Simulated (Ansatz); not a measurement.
`FC1C=C1[SiH3]` + HBr → `FC1C=C1Br` + SiH₄  (substitution at a C–Si bond)

Computed with Ansatz on PBE0-D4/def2-TZVP structures; ΔE is electronic, products minus reactants. CCSD(T)/CBS adds triple-zeta CCSD(T) − MP2 to the extrapolated MP2 energy (def2 sets, frozen cores). This one scheme is used for every species. Functionals use def2-TZVPP. For Br outer-core shells are correlated without core-valence functions, which leaves a few kJ/mol of doubt a bond. Scalar relativity is left out up to krypton.

| level | ΔE (eV) |
| --- | --- |
| ωB97M-V | 0.80 |
| CCSD(T)/def2-TZVPP | 0.76 |

Task: What does CCSD(T)/CBS give? (Estimate.)

Result: Computed: +0.81 eV. The listed levels differ from it by -0.01, -0.05 eV.

Largest T1 diagnostic among the species: 0.012.

In def2-TZVPP, CCSD(T) changes the Hartree–Fock value by −0.10 eV (the triples alone add −0.03 eV) and MP2 by −0.12 eV. From PBE to PBE0 (25 % exact exchange), in def2-TZVPP and without D4, ΔE moves by +0.07 eV.
